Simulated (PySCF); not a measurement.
Input file for PySCF: R-M06-2X/6-31G* on C3H7B (SMILES BCC=C), a point of a torsion scan.

```python
from pyscf import gto, scf, dft, mp
from pyscf.data.elements import chemcore

mol = gto.M(
    atom='''
    B    -1.45973953    0.88321595    0.64566827
    C    -0.63963448    0.05404121   -0.40753634
    C     0.55832966   -0.66865343    0.11730764
    C     1.79528497   -0.46638379   -0.29716249
    H    -1.31112540    0.71751438    1.79309848
    H    -2.25470639    1.65251414    0.26675427
    H    -0.35599650    0.65833249   -1.27291698
    H    -1.35041491   -0.69056988   -0.79210018
    H     0.36044378   -1.38703430    0.90254052
    H     2.02334247    0.24381396   -1.07608496
    H     2.63420767   -0.99684705    0.12037742
    ''',
    basis='6-31g*',
    cart=True,
    charge=0, spin=0, verbose=3, max_memory=1800)
mf = dft.RKS(mol, xc='m062x')
mf.conv_tol = 1e-8
mf.max_cycle = 100
mf.kernel()
if not mf.converged:
    mf = mf.newton().run(mf.mo_coeff, mf.mo_occ)
```

The log:

```
converged SCF energy = -143.24804402137
```

The calculation finished and met its thresholds.

Cost: about 9 core-seconds (a rough figure).
